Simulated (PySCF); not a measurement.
H₂Ga (SMILES [GaH2]), doublet, geometry from GFN2-xTB (such geometries of metal compounds can be far from the true shape) (the spin is typed, not shown lowest); WB97X/6-31G** run with PySCF.

Here is a job for PySCF.
```python
from pyscf import gto, scf, dft

mol = gto.Mole()
mol.atom = '''
    Ga    0.051448    0.013092    0.035303
    H    -0.520074   -1.675232   -0.405427
    H    -1.074811    1.269384   -0.688981
'''
mol.basis = '6-31g**'
mol.charge = 0
mol.spin = 1
mol.verbose = 4
mol.build()

mf = dft.UKS(mol)
mf.xc = 'wb97x'
mf.grids.atom_grid = (99, 590)
mf.grids.prune = None
mf.kernel()
```

It wrote (shortened):

```
PySCF version 2.14.0

[INPUT] verbose = 4
[INPUT] num. atoms = 3
[INPUT] num. electrons = 33
[INPUT] charge = 0
[INPUT] spin (= nelec alpha-beta = 2S) = 1
[INPUT] symmetry False subgroup None
[INPUT] Mole.unit = angstrom
[INPUT] Symbol           X                Y                Z      unit          X                Y                Z       unit  Magmom
[INPUT]  1 Ga     0.051448000000   0.013092000000   0.035303000000 AA    0.097222629657   0.024740294423   0.066713001376 Bohr   0.0
[INPUT]  2 H     -0.520074000000  -1.675232000000  -0.405427000000 AA   -0.982797424507  -3.165729675107  -0.766145993504 Bohr   0.0
[INPUT]  3 H     -1.074811000000   1.269384000000  -0.688981000000 AA   -2.031098425670   2.398788106905  -1.301985395029 Bohr   0.0

nuclear repulsion = 18.0445202454462
number of shells = 18
number of NR pGTOs = 109
number of NR cGTOs = 42
basis = 6-31g**
ecp = {}

******** <class 'pyscf.dft.uks.UKS'> ********
method = UKS
initial guess = minao
damping factor = 0
level_shift factor = 0
DIIS = <class 'pyscf.scf.diis.CDIIS'>
diis_start_cycle = 1
diis_space = 8
diis_damp = 0
SCF conv_tol = 1e-09
SCF conv_tol_grad = None
SCF max_cycles = 50
direct_scf = True
direct_scf_tol = 1e-13
number electrons alpha = 17  beta = 16
XC library pyscf.dft.libxc version 7.1.2
    S. Lehtola, C. Steigemann, M. J. T. Oliveira, and M. A. L. Marques,  SoftwareX 7, 1–5 (2018)
XC functionals = wb97x
    J.-D. Chai and M. Head-Gordon,  J. Chem. Phys. 128, 084106 (2008)
radial grids:
    Treutler-Ahlrichs [JCP 102, 346 (1995); DOI:10.1063/1.469408] (M4) radial grids

becke partition: Becke, JCP 88, 2547 (1988); DOI:10.1063/1.454033
pruning grids: None
grids dens level: 3
symmetrized grids: False
atomic radii adjust function: <function treutler_atomic_radii_adjust>
User specified grid scheme (99, 590)
small_rho_cutoff = 0
Set gradient conv threshold to 3.16228e-05
tot grids = 175232
init E= -1924.92689969899

cycle= 1 E= -1925.70515585234  delta_E= -0.778  |g|= 0.259  |ddm|= 0.944
cycle= 2 E= -1925.71636100453  delta_E= -0.0112  |g|= 0.267  |ddm|= 0.355
cycle= 3 E= -1925.7292638371  delta_E= -0.0129  |g|= 0.0172  |ddm|= 0.0936
cycle= 4 E= -1925.72984540862  delta_E= -0.000582  |g|= 0.00693  |ddm|= 0.055
cycle= 5 E= -1925.72995952357  delta_E= -0.000114  |g|= 0.00131  |ddm|= 0.0338
cycle= 6 E= -1925.72996549711  delta_E= -5.97e-06  |g|= 0.000418  |ddm|= 0.00738
cycle= 7 E= -1925.7299661929  delta_E= -6.96e-07  |g|= 0.000185  |ddm|= 0.00221
cycle= 8 E= -1925.72996632682  delta_E= -1.34e-07  |g|= 3.83e-05  |ddm|= 0.00113
cycle= 9 E= -1925.72996633126  delta_E= -4.44e-09  |g|= 4.77e-06  |ddm|= 0.000227
cycle= 10 E= -1925.72996633132  delta_E= -5.59e-11  |g|= 1.04e-06  |ddm|= 2.74e-05
Extra cycle  E= -1925.72996633132  delta_E= -5e-12  |g|= 4.39e-07  |ddm|= 4.76e-06
converged SCF energy = -1925.72996633132  <S^2> = 0.75944817  2S+1 = 2.009426
```
